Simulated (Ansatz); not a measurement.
Consider the substitution at a C–N bond: `C=CN=C` + `O[SiH2]F` → `C=CO[SiH2]F` + `C=N`.

Computed with Ansatz on PBE0-D4/def2-TZVP structures; ΔE is electronic, products minus reactants. CCSD(T)/CBS adds triple-zeta CCSD(T) − MP2 to the extrapolated MP2 energy (def2 sets, frozen cores). This one scheme is used for every species. DFT in def2-TZVPP. B3LYP here is the variant with VWN-RPA as its local correlation; programs differ in this. One conformer a species, not always the lowest.

`C=CN=C`:

```xyz
9

C     0.636   -1.144    1.144
C    -0.019   -0.181    0.505
N     0.225    0.090   -0.839
C    -0.438    1.023   -1.378
H     0.444   -1.353    2.188
H     1.377   -1.738    0.623
H    -0.770    0.426    1.020
H    -0.269    1.259   -2.427
H    -1.186    1.618   -0.837
```

`O[SiH2]F`:

Z-matrix (Å, degrees):
```
Si
F 1 1.596
O 1 1.630 2 111.0
H 1 1.482 2 106.0 3 121.4
H 1 1.474 2 108.2 3 -116.3
H 3 0.958 1 119.1 2 71.8
```

`C=CO[SiH2]F`:

Cartesian coordinates in Å:
```
C 1.988 0.215 0.650
C 0.675 0.291 0.520
O 0.029 -0.116 -0.606
Si -1.586 -0.281 -0.798
F -2.079 -1.667 -0.187
H 2.611 -0.191 -0.137
H 2.455 0.563 1.561
H 0.038 0.697 1.304
H -1.835 -0.300 -2.249
H -2.295 0.789 -0.060
```

`C=N`:

Z-matrix (Å, degrees):
```
C
N 1 1.261
H 1 1.096 2 124.9
H 1 1.092 2 118.8 3 -180.0
H 2 1.021 1 111.0 3 -0.0
```

```
             level  ΔE (kcal/mol)  difference from CCSD(T)/CBS
            PBE-D4           10.3                          0.2
          B3LYP-D4            9.4                         -0.7
           ωB97M-V            8.6                         -1.5
               PBE           10.4                          0.3
            r2SCAN           10.4                          0.3
              PBE0           10.3                          0.2
   CCSD/def2-TZVPP            9.0                         -1.1
CCSD(T)/def2-TZVPP            9.5                         -0.6
    MP2/def2-QZVPP           11.3                          1.2
      HF/CBS(def2)            8.0                         -2.1
       CCSD(T)/CBS           10.1                            0
```

Largest T1 diagnostic among the species: 0.012.

In def2-TZVPP, CCSD(T) changes the Hartree–Fock value by +1.4 kcal/mol (the triples alone add +0.5 kcal/mol) and MP2 by +2.9 kcal/mol.
